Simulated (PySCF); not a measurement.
Germanium: a sound run and one with changed settings

Sound run: Ge [Ar] 3d10 4s2 4p2, Ge⁺ [Ar] 3d10 4s2 4p1. All numbers are calculated (PySCF 2.14, the spin-free X2C one-electron Hamiltonian (Gaussian nucleus), in aug-cc-pVDZ-DK). In the sound run the correlated levels freeze [Ar] 3d10. The sound run starts from symmetry-adapted Hartree-Fock orbitals and uses a fine grid where one is needed.

Changed run: no relativity, point nucleus. This setting is unsound on purpose.

```tsv
species	method	sound run (hartree)	changed run (hartree)	converged
Ge	UHF	-2096.95964	-2063.36994	yes
Ge	PBE	-2098.34031	-2064.75257	yes
Ge	M06-2X	-2098.70736	-2065.12053	yes
Ge	MP2	-2097.00059	-2063.41134	yes
Ge	CCSD(T)	-2097.01755	-2063.42898	yes
Ge⁺	UHF	-2096.68721	-2063.09604	yes
Ge⁺	PBE	-2098.04987	-2064.46085	yes
Ge⁺	M06-2X	-2098.42247	-2064.83380	yes
Ge⁺	MP2	-2096.71839	-2063.12766	yes
Ge⁺	CCSD(T)	-2096.73388	-2063.14393	yes
```

Ionisation energy of Ge:

| method | sound run (eV) | changed run (eV) |
| --- | --- | --- |
| UHF | 7.413 | 7.453 |
| PBE | 7.903 | 7.938 |
| M06-2X | 7.752 | 7.802 |
| MP2 | 7.679 | 7.719 |
| SCS-MP2 | 7.609 | 7.650 |
| CCSD | 7.707 | 7.744 |
| CCSD(T) | 7.719 | 7.757 |

Most of the change in total energy is the relativistic energy itself. On top of that the contraction fixes the core shape for the Hamiltonian it was made with, so the changed run is not a good calculation with the other Hamiltonian either.

For comparison, NIST gives 7.899 eV between the lowest levels.
